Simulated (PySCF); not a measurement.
Distorted geometries of Eu(NH2)3

Eu(NH2)3 (singlet in the valence; each metal's 4f electrons, 6 of them, lie in its core potential, out of spins and levels). PySCF 2.14.0, RKS PBE0, Eu lcecp-1-SVP with ECP52, N def2-SVP, H def2-SVP; non-relativistic Hamiltonian with scalar-relativistic core potentials where named; density fitting; no spin-orbit coupling. Relaxed geometry:

```xyz
10

Eu   -0.0060   -0.0031    0.0190
N     2.2036   -0.0010    0.0028
H     2.8224    0.8074    0.0810
H     2.8270   -0.8041   -0.0934
N    -1.1037    1.9043    0.2241
H    -0.7021    2.8382    0.3217
H    -2.1146    2.0486    0.2304
N    -1.1061   -1.9053   -0.2169
H    -2.1170   -2.0481   -0.2395
H    -0.7035   -2.8369   -0.3292
```

Task: Order these distorted geometries by energy above the relaxed one, lowest first.
A.
```xyz
10

Eu   -0.0113    0.0035    0.0902
N     2.1601    0.0516   -0.0126
H     2.9100    0.8450    0.0766
H     2.8752   -0.8606   -0.1568
N    -1.0500    1.7913    0.2685
H    -0.6688    2.8875    0.3178
H    -2.2131    1.9608    0.2127
N    -1.1764   -1.8971   -0.0945
H    -2.0518   -2.0273   -0.2598
H    -0.7739   -2.7548   -0.4421
```
B.
```xyz
10

Eu   -0.1459    0.2127    0.1065
N     2.0867    0.0824   -0.0050
H     2.8672    0.7500    0.0450
H     2.9021   -0.7194   -0.1050
N    -1.1108    2.1065    0.2514
H    -0.6358    2.8251    0.2807
H    -2.2706    1.9356    0.2231
N    -1.0140   -2.0916   -0.0746
H    -2.0655   -2.1406   -0.4556
H    -0.6134   -2.9607   -0.2664
```
C.
```xyz
10

Eu   -0.0986   -0.0083    0.0253
N     2.1802   -0.0574   -0.0211
H     2.8443    0.8210    0.1139
H     2.7859   -0.7402   -0.0928
N    -1.0754    1.9050    0.2978
H    -0.6116    2.8300    0.2035
H    -2.0723    2.0303    0.2653
N    -1.1350   -1.9991   -0.2815
H    -2.1780   -1.9163   -0.2249
H    -0.6395   -2.8649   -0.2857
```

Result: C (0.86 eV), A (1.78 eV), B (2.92 eV).

Task: Which forces (eV/Å) act in the one that lies 1.78 eV up?

Result: 
```
Eu   0.48 -2.09 -0.01
N    4.96 -1.31 -0.31
H   -1.84 -1.69 -0.21
H   -2.56  3.00  0.47
N   -3.92  6.29  0.06
H   -1.29 -3.69 -0.13
H    4.07 -0.61  0.24
N    7.40  1.45  0.98
H   -7.92 -0.83 -1.13
H    0.61 -0.51  0.03
```
Forces carry noise of the integration grid, about 0.01 to 0.03 eV/Å.

An lcecp potential fixes the number of 4f electrons, so in runs with it no electron can move into or out of that shell.
